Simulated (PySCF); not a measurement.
## Two-dimensional NMR puzzle

Compound of formula C7H14. Correlations simulated from computed shifts and the bond graph:

HSQC (one-bond C–H):
| δH | δC |
| --- | --- |
| 6.29 | 145.8 |
| 5.38 | 123.5 |
| 5.38 | 123.5 |
| 2.01 | 53.5 |
| 0.96 | 31.1 |

COSY cross peaks (H two or three bonds apart, from the bond graph; peaks can be absent where the dihedral angle is near 90°):
| δH | δH |
| --- | --- |
| 6.29 | 5.38 |
| 6.29 | 5.38 |
| 6.29 | 2.01 |
| 5.38 | 5.38 |

HMBC (two and three bonds, from the bond graph; two-bond peaks within aromatic rings are usually weak or absent):
| δH | δC |
| --- | --- |
| 6.29 | 123.5, 53.5, 32.9 |
| 5.38 | 145.8, 53.5 |
| 5.38 | 145.8, 53.5 |
| 2.01 | 145.8, 123.5, 32.9, 31.1 |
| 0.96 | 53.5, 32.9, 31.1 |

Carbons without hydrogens: δ 32.9.

In vacuum, a single conformation, fast rotation and ring inversion assumed for equivalent nuclei, relativity neglected. GIAO PBE0/pcSseg-1 shieldings; GFN2-xTB geometry; PySCF.

Referencing at the same level of theory: $^{1}$H (σ = 31.72 ppm), $^{13}$C (σ = 186.93 ppm) against TMS.

Exchangeable hydrogens are left out of these lists.

Task: Which molecule is this?

Result: 4,4-dimethyl-1-pentene (C=CCC(C)(C)C).

Atom-mapped SMILES (the numbers label the heavy atoms): `[CH2:1]=[CH:2][CH2:3][C:4]([CH3:5])([CH3:6])[CH3:7]`. Each H is labelled by its parent atom. Ha(C1) is cis to C3; Hb(C1) is trans to C3.

1. δC 145.8 is C2, an alkene CH (δH 6.29).
2. δC 123.5 is C1, a terminal =CH2 carbon (δH 5.38).
3. δC 53.5 is C3, an allylic sp3 CH2 (δH 2.01).
4. δC 32.9 is C4, a quaternary sp3 carbon.
5. δC 31.1 is C5/C6/C7, a methyl carbon (δH 0.96).
6. HMBC from δH 6.29 reaches the proton-free carbon C4.
7. HMBC from δH 2.01 reaches the proton-free carbon C4.
8. HMBC from δH 0.96 reaches the proton-free carbon C4.
9. COSY links 6.29–5.38, 6.29–5.38, 6.29–2.01, 5.38–5.38.

The data come from this structure; uniqueness wasn't tested.

Shifts are as computed. Against solution values, carbons near 30 ppm lie about +3 ppm off and those near 130 ppm about +5 ppm (rms about the fit 2.1 ppm; single classes can miss by 10 ppm). Of 1328 compounds with measured shifts, 309 miss one by over three times the rms of a fit or turn the order of signals round; such compounds aren't used in these exercises. Signals without a measured value on file couldn't be tested in this way; 1H shifts scatter by 0.2 ppm about their fit, and single ones miss by 0.5 ppm.
